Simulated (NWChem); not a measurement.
Si$_{2}$H$_{6}$O$_{2}$; SMILES [SiH](O)([SiH3])O

```xyz
10

Si     0.0225    -0.5837    -0.3536
O      1.4947    -1.0349     0.3278
O     -1.2971    -1.3950     0.3096
Si    -0.1144     1.7251     0.0630
H     -0.0495    -0.9573    -1.8069
H      1.7677    -1.9521     0.1438
H     -1.4837    -1.1638     1.2370
H     -0.1975     1.9605     1.5501
H      1.0736     2.4751    -0.4763
H     -1.3639     2.2875    -0.5624
```
Atoms are numbered in this order, from 1.

Results from NWChem. Pople sets run with spherical d functions. All runs use the structure optimised with PBE-D3(BJ)/def2-SVP. Level: PBE0/6-31+G*; the question gives the wavelength of the field.

Question: What does the run give for field 589 nm? Quantities: isotropic polarisability (bohr³); anisotropy (bohr³).

Answer: 
- isotropic polarisability (bohr³): 62.3
- anisotropy (bohr³): 14.9
